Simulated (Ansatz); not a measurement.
CH10ClInOSi3, SMILES `O[C@@H](Cl)[Si@H]([SiH3])[SiH2][InH2]` at its PBE0-D4/def2-TZVP geometry, where that method's forces vanish. The species carries charge 0 and has multiplicity 1. In takes the def2 core potential.

```xyz
17

O     1.2650   -1.2937   -1.1765
C     0.2604   -1.4026   -0.1824
Cl    0.5670   -2.8443    0.8330
Si    0.1096    0.1935    0.8866
Si   -1.5652   -0.1001    2.4894
Si   -0.1756    1.8599   -0.7334
In    0.9621    0.6405   -2.7104
H     2.1204   -1.1843   -0.7416
H    -0.6589   -1.6165   -0.7291
H     1.4585    0.3093    1.5187
H    -1.7981    1.1910    3.1892
H    -2.8166   -0.4989    1.7903
H    -1.2077   -1.1427    3.4857
H    -1.6352    2.1210   -0.8871
H     0.4679    3.1107   -0.2435
H     2.6686    0.8194   -2.9136
H    -0.0221   -0.1622   -3.8751
```

(1) What forces (eV/Å) does r2SCAN-D4/def2-TZVPP give on these atoms in the Gaussian-basis code of Ansatz? (Estimate.)

Answers

(1) Ansatz gave: 
```
O1   0.196 -0.004 -0.335
C2  -0.303  0.200  0.072
Cl3  0.060 -0.265  0.176
Si4  0.012  0.050  0.041
Si5 -0.013  0.005  0.027
Si6 -0.006  0.034 -0.024
In7  0.005 -0.021  0.018
H8   0.051  0.023  0.037
H9   0.009 -0.005 -0.027
H10 -0.003 -0.007 -0.007
H11 -0.004 -0.028 -0.009
H12  0.017  0.005  0.014
H13 -0.014  0.018 -0.009
H14  0.010  0.006  0.003
H15 -0.011 -0.007 -0.003
H16 -0.034 -0.013  0.000
H17  0.029  0.010  0.026
```
